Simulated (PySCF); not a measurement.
# Ligand-field analysis of [Ni(NH3)2]2+

[Ni(NH3)2]2+: Ni(II) (d8), charge +2. The structure is a model geometry with rigid ligands and bond lengths from ionic radii, not a minimum; coordination linear, point group D3d, metal–donor distances 1.88 Å.

```
9

Ni    0.000    0.000    0.000
N     0.000    0.000    1.880
H     0.942    0.000    2.270
H    -0.471    0.816    2.270
H    -0.471   -0.816    2.270
N     0.000    0.000   -1.880
H    -0.942    0.000   -2.270
H     0.471    0.816   -2.270
H     0.471   -0.816   -2.270
```

Method (PySCF 2.14, density fitting): CASSCF(8,5) with orbitals averaged over all microstates of the shell, strongly contracted NEVPT2 on the averaged canonical orbitals; basis x2c-TZVPall on the metal, x2c-SVPall elsewhere; spin-free X2C; gas phase; spin-orbit coupling by state interaction with the mean-field operator over all roots.

## Spin-free states

```csv
2S+1,deg.,symmetry,free-ion term,CASSCF / cm⁻¹,NEVPT2 / cm⁻¹,f(ED),occupations
3,2,3Eg,3F 1.00,0,0,–,1.5 1.5 2.0 2.0 1.0
3,2,3Eg,3F 0.96,1329,1722,0,1.8 1.8 1.5 1.5 1.4
3,1,3A2g,3F 1.00,3275,4738,0,1.9 1.9 1.1 1.1 2.0
3,1,3A1g,3F 1.00,4523,6374,0,1.5 1.5 1.5 1.5 2.0
3,1,3A2g,3F 1.00,4543,6401,0,1.5 1.5 1.5 1.5 2.0
1,1,1A1g,1D 0.67,13873,9942,–,1.8 1.8 2.0 2.0 0.4
1,2,1Eg,1D 0.96,16268,14483,–,1.6 1.6 1.8 1.8 1.2
1,2,1Eg,1D 0.75,17850,16160,–,1.8 1.8 1.5 1.5 1.4
3,2,3Eg,3P 0.96,19768,17889,0,1.7 1.7 1.5 1.5 1.6
1,2,1Eg,1G 0.76,24206,23028,–,1.7 1.7 1.5 1.5 1.6
1,1,1A1g,1G 0.68,24847,24014,–,1.7 1.7 1.4 1.4 1.8
3,1,3A2g,3P 1.00,25168,24183,0,1.1 1.1 1.9 1.9 2.0
1,2,1Eg,1G 0.96,26118,25025,–,1.9 1.9 1.2 1.2 1.8
1,2,–,1G 1.00,29539,29214,–,1.5 1.5 1.5 1.5 2.0
1,2,1Eg,1G 1.00,31493,31444,–,1.0 1.0 2.0 2.0 2.0
1,1,1A1g,1S 0.98,63532,56473,–,1.5 1.5 1.6 1.6 1.8
```

Energies are counted from the ground state at NEVPT2 level. Weights follow the labels. f(ED) is the electric-dipole oscillator strength from the ground state at the fixed geometry, without vibronic coupling; occupations, where given, run over the ligand-field orbitals from the lowest.

Ligand-field fit:

```json
{"cm⁻¹": "B", "CASSCF": "1248"}
{"cm⁻¹": "B, free ion", "CASSCF": "1318"}
{"cm⁻¹": "C", "CASSCF": "4699"}
{"cm⁻¹": "C, free ion", "CASSCF": "4863"}
{"cm⁻¹": "rms of the fit", "CASSCF": "253"}
```

| orbital | CASSCF / cm⁻¹ | metal share | main function |
| --- | --- | --- | --- |
| 1 | 0 | 1.00 | degenerate set |
| 2 | 0 | 1.00 | degenerate set |
| 3 | 2071 | 0.99 | degenerate set |
| 4 | 2071 | 0.99 | degenerate set |
| 5 | 7670 | 0.89 | z2 1.00 |

ζ = 642 cm⁻¹, against 660 for the free ion.

## Spin-orbit levels

```
E / cm⁻¹  deg.                            make-up
     0.0     1                           0.99 3Eg
     0.6     1                           0.99 3Eg
   357.2     2                0.85 3Eg + 0.14 3Eg
   952.6     2                0.78 3Eg + 0.21 3Eg
  2284.9     1               0.89 3Eg + 0.10 3A2g
  2362.9     2                0.86 3Eg + 0.14 3Eg
  2581.2     2    0.73 3Eg + 0.22 3Eg + 0.05 3A2g
  2748.3     1                           1.00 3Eg
  5575.4     2               0.91 3A2g + 0.05 3Eg
  5731.8     1               0.89 3A2g + 0.09 3Eg
  6124.2     2  0.48 3A1g + 0.48 3A2g + 0.03 3A2g
  7114.8     1                          0.99 3A1g
  7145.0     1                          0.99 3A2g
  8000.8     2              0.50 3A2g + 0.48 3A1g
 10739.1     1                          0.98 1A1g
 15080.9     2                0.92 1Eg + 0.07 3Eg
```

Only the lowest levels are listed: 24 of 45 states.

Magnetism:

Degenerate or low-lying orbital states mix with the ground state, so no spin-only Hamiltonian applies. The lowest spin-orbit level is 1-fold; the next lies at 0.6 cm⁻¹. The two lowest states form a pseudo-doublet split by 0.595 cm⁻¹ with g_z = 7.98. μeff is 4.64 μB at 300 K and 4.03 μB at 10 K; the spin-only value is 2.83 μB.

```
T / K  χT / cm³ K mol⁻¹  μeff / μB
    2             1.970       3.97
    5             2.007       4.01
   10             2.030       4.03
   20             2.070       4.07
   30             2.108       4.11
   50             2.186       4.18
   75             2.281       4.27
  100             2.368       4.35
  150             2.506       4.48
  200             2.596       4.56
  250             2.655       4.61
  300             2.696       4.64
```

Powder magnetisation at 2 K: 0.81 μB at 0.5 T, 1.35 μB at 1 T, 1.78 μB at 2 T, 1.91 μB at 3 T, 1.99 μB at 5 T, 2.02 μB at 7 T.

The geometry is a model, and the complex may not exist in this form. NEVPT2 lifts 3A2g from 3275 to 4738 cm⁻¹; on the d shell alone such lifts tend to overshoot.

The job took 3.4 s on one thread of Intel Xeon Platinum 8559C (shared host), with 106 basis functions, launched as `OMP_NUM_THREADS=1 python lf_run.py task.json out`.
